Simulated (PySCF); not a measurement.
Coordinates in bohr (charge 0 multiplicity 3):
```
Ti   -0.0953   -0.1736   -0.3447
F     3.2581   -0.0580    0.2990
O    -3.3034    0.5085    0.5585
H    -4.7240    1.0931    1.4998
```

These are results of UPBE0 in PySCF with Ti def2-TZVP, F def2-TZVP, O def2-TZVP, H def2-TZVP; no relativity; density-fitted integrals, not measurements.

This geometry of TiF(OH) is a stationary point at this level.

**Question.** What is the point group?

**Answer.** Cs.

**Question.** Is it a minimum?

**Answer.** Yes: all harmonic wavenumbers are real.

**Question.** Which band is strongest in the infrared?

**Answer.** 779 cm⁻¹, 260 km/mol.

**Question.** What are the dipole moment and the gap between the highest occupied and lowest empty levels of either spin?

**Answer.** 2.32 D and 3.25 eV.

**Question.** What is the atomisation energy, with and without zero-point energy?

**Answer.** 1521 kJ/mol without, 1483 kJ/mol with.

The spin densities have lower symmetry than the nuclear frame, so modes carry no symmetry labels. This need not be the most stable arrangement of these atoms. Open d and f shells are described by one determinant, and the ground state may have another occupation or spin.
